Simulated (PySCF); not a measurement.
C2H4F2Si. Atoms are numbered in the order given.

```xyz
9

F      1.0327     1.8156     0.0000
C     -0.2287     1.3753     0.0000
C     -0.5132     0.0686     0.0000
F     -1.8271    -0.2718     0.0000
Si     0.6881    -1.3870     0.0000
H     -0.9842     2.1671     0.0000
H      2.0828    -0.8767     0.0000
H      0.4343    -2.2148     1.2118
H      0.4343    -2.2148    -1.2118
```
Charge 0, spin multiplicity 1.

Coordinates come from a B3LYP-D3(BJ)/def2-SVP optimisation. The structure was generated by enumeration; whether it is a known compound was not checked.

These are PySCF with CAM-B3LYP/def2-TZVP values and carry that method's errors.

Atomic charges (e):

```csv
atom,Löwdin,Mulliken
F1,0.17,-0.19
C2,-0.28,___
C3,-0.42,0.07
F4,0.16,-0.21
Si5,0.32,___
H6,0.13,___
H7,-0.03,-0.02
H8,-0.03,-0.03
H9,-0.03,-0.03
```

Some entries are withheld; supply them. (An estimate is asked for; the answer gives what the named calculation found.)


- C2, Mulliken: 0.05
- Si5, Mulliken: 0.22
- H6, Mulliken: 0.14

Computed Mayer and Wiberg (Löwdin basis) orders of the bonds:
| bond | Mayer | Wiberg |
|---|---|---|
| F1–C2 | 1.05 | 1.75 |
| C2–C3 | 1.75 | 2.04 |
| C3–F4 | 0.96 | 1.67 |
| C3–Si5 | 0.95 | 1.09 |
| C2–H6 | 0.98 | 0.87 |
| Si5–H7 | 0.96 | 0.95 |
| Si5–H8 | 0.96 | 0.95 |
| Si5–H9 | 0.96 | 0.95 |
